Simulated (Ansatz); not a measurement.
`FC([SiH3])[SiH2][SiH3]` + `CC1C=CS1` → `[SiH3]C1C=CS1` + `CC(F)[SiH2][SiH3]`  (formal exchange of groups at the Si–C bond)

Isolated molecules relaxed with PBE0-D4/def2-TZVP in Ansatz; ΔE leaves out vibrations. CCSD(T)/CBS adds triple-zeta CCSD(T) − MP2 to the extrapolated MP2 energy (def2 sets, frozen cores). Functionals use def2-TZVPP. Each species was taken in one conformer, which may not be the lowest.

```json
{"level": "r2SCAN-D4", "ΔE (kJ/mol)": "-21.3"}
{"level": "B2PLYP", "ΔE (kJ/mol)": "-21.6"}
{"level": "r2SCAN", "ΔE (kJ/mol)": "-21.8"}
{"level": "HF/def2-TZVPP", "ΔE (kJ/mol)": "-20.5"}
{"level": "SCS-MP2/def2-TZVPP", "ΔE (kJ/mol)": "-22.8"}
{"level": "SCS-MP2/def2-QZVPP", "ΔE (kJ/mol)": "-22.8"}
{"level": "MP2/CBS(def2)", "ΔE (kJ/mol)": "-25.1"}
{"level": "CCSD/CBS(def2)", "ΔE (kJ/mol)": "-20.8"}
```

Q: What does CCSD(T)/CBS give? (An estimate is asked.)

A: The calculation gave: -21.2 kJ/mol. The listed levels differ from it by -0.1, -0.4, -0.6, 0.7, -1.6, -1.6, -3.9, 0.4 kJ/mol.

Largest T1 diagnostic among the species: 0.013.
